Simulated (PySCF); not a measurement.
## Gd⁵⁶⁺ (gadolinium, charge +56) across methods

[He] 2s2 2p4, high-spin 3P determinant. All numbers are calculated (PySCF 2.14, the spin-free X2C one-electron Hamiltonian (Gaussian nucleus), in an uncontracted even-tempered set (19 s from 31 bohr⁻², ratio 2.2; 13 p from 40 bohr⁻², ratio 2.2; 6 d from 160 bohr⁻², ratio 2.4; 5 f from 240 bohr⁻², ratio 2.4; 4 g from 360 bohr⁻², ratio 2.4)).

```tsv
method	E (hartree)	mean ε 2s β (eV)	mean ε 2p α (eV)	mean ε 2p β (eV)	Σ⟨r²⟩ (bohr²)	⟨S²⟩
UHF	-7183.50508	-12855.1	-12125.8	-12066.2	0.05068	2.000
PBE0	-7183.83	-12763.0	-12015.8	-11964.9	0.05072	2.000
r2SCAN	-7184.23	-12742.2	-11996.9	-11945.5	0.05070	2.000
LDA	-7176.00	-12722.3	-11973.4	-11919.0	0.05077	2.000
PBE	-7183.84	-12731.7	-11978.7	-11930.5	0.05073	2.000
revPBE	-7184.49	-12732.3	-11978.9	-11930.9	0.05073	2.000
M06-L	-7184.33	-12740.4	-11998.5	-11944.5	0.05067	2.000
```

Spin-orbit coupling is strong in this species (close to jj coupling), so the high-spin LS determinant is a model state, not a physical level.
